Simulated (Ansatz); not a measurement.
HGa (SMILES [GaH]), singlet, at a GFN2-xTB geometry (such geometries of metal compounds can be far from the true shape). Base run: R2SCAN/6-31G (Ansatz, a quantum-chemistry and plane-wave program).

The Ansatz input:
Ansatz 0.2 input:
```yaml
crystal:
  periodic: [false, false, false]
  atoms:
    - {symbol: Ga, position_ang: [-0.00000000, -0.00000000, -0.05952365]}
    - {symbol: H, position_ang: [0.00000000, 0.00000000, 1.84523317]}
basis:
  gaussian:
    orbitals: 6-31G
hamiltonian:
  xc: r2scan
```

Variants of this job, named by their change:

```
change               basis functions       E (Eh)
-------------------  ---------------  -----------
base                              31  -1925.02792
basis = pcseg-0                   24  -1922.95851
basis = pc-1              (withheld)   (withheld)
basis = def2-SV(P)                34  -1925.14548
basis = 6-31G*                    37   (withheld)
basis = def2-SVP                  37  -1925.14606
basis = def2-TZVP                 54  -1925.38980
basis = pc-2                      57  -1925.42868
basis = pcseg-2                   57  -1925.42479
basis = def2-TZVPD                63  -1925.39008
basis = aug-cc-pVTZ       (withheld)   (withheld)
basis = def2-QZVP         (withheld)   (withheld)
basis = def2-QZVPP               119  -1925.43341
```

**Question.** What belongs in the gaps?

**Answer.** 
- basis = pc-1, basis functions: 32
- basis = pc-1, E (Eh): -1925.31207
- basis = 6-31G*, E (Eh): -1925.11439
- basis = aug-cc-pVTZ, basis functions: 82
- basis = aug-cc-pVTZ, E (Eh): -1925.42545
- basis = def2-QZVP, basis functions: 105
- basis = def2-QZVP, E (Eh): -1925.43332

Totals compare only among sets that treat the same electrons; sets with core potentials leave the core out.
